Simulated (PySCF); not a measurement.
C6H5OS (charge -1).
Atom-mapped SMILES: `[CH2:1]=[CH:2][c:3]1[cH:4][s:5][c:6]([O-:7])[cH:8]1`

Cartesian coordinates in Å at the GFN2-xTB level; atoms count from 1:
```
atom  x, y, z in Å
C1     2.1063   -0.8475    0.3625
C2     1.4201    0.1698   -0.1577
C3    -0.0137    0.3232   -0.1757
C4    -0.5959    1.4230   -0.7475
S5    -2.3209    1.3979   -0.6563
C6    -2.2850   -0.2563    0.2422
O7    -3.3386   -0.7873    0.5791
C8    -0.9573   -0.5890    0.3628
H9     1.6160   -1.6799    0.8371
H10    3.1852   -0.8835    0.3319
H11    1.9683    0.9845   -0.6248
H12   -0.1073    2.2549   -1.2219
H13   -0.6816   -1.5094    0.8505
```

Probes without a nucleus sit at each ring's centroid and 1 Å off its mean plane on both sides; NICS is minus the shielding there, NICSzz its component along the normal. Level: GIAO PBE0/pcSseg-1 (PySCF, non-relativistic, gas phase) on the GFN2-xTB geometry, one conformer.

Ring bond lengths (Å), with Mayer bond orders in brackets: C3–C4 1.369 (1.46), C4–S5 1.728 (1.10), S5–C6 1.883 (0.89), C6–C8 1.374 (1.37), C8–C3 1.419 (1.21).

Task: What do the NICS probes read (ppm)?

Result: 
| ring | type | NICS(0) | NICS(1), two faces | NICS(1)zz, two faces | rms pucker (Å) | centre to ring atoms, mean (Å) |
| --- | --- | --- | --- | --- | --- | --- |
| C3–C4–S5–C6–C8 | 5-membered ring with S; formal bonds all aromatic | -9.1 | -6.8 / -6.8 | -12.4 / -12.4 | 0.00 | 1.32 |

Task: What can be read from them?

Result: 
- C3–C4–S5–C6–C8: mean NICS(1)zz -12.4 ppm, shielded.

Task: How equal are the bonds by HOMA? HOMA takes Krygowski's 1993 parameters.

Result: 
- C3–C4–S5–C6–C8: HOMA 0.08; the largest term is that of S5–C6, α(R − Ropt)² = 3.98.

Task: What field does 1 T along the ring normal induce along that normal at the second NICS(1) probe listed for ring C3–C4–S5–C6–C8, 1 Å off the ring?

Result: NICSzz × B0 = -12.4 ppm × 1 T = -12 μT, against the applied field.

Task: How shielded are the nuclei of the rings and their hydrogens (means over atoms taken as equivalent)?

Result: 
```tsv
atoms	environment	σ isotropic (ppm)
C3	substituted aromatic carbon	45.9
C4	aromatic CH next to a ring sulfur	76.9
S5	thiophene-type sulfur	310.7
C6	aromatic carbon bearing oxygen	1.2
C8	aromatic CH carbon	110.5
H12	aromatic hydrogen	26.70
H13	aromatic hydrogen	27.13
```

The run took 37 s on one thread, Arm Neoverse N1 (aarch64), on a shared host, and the process peaked at 0.75 GiB of memory. This is the whole shielding run at PBE0/pcSseg-1, SCF included.
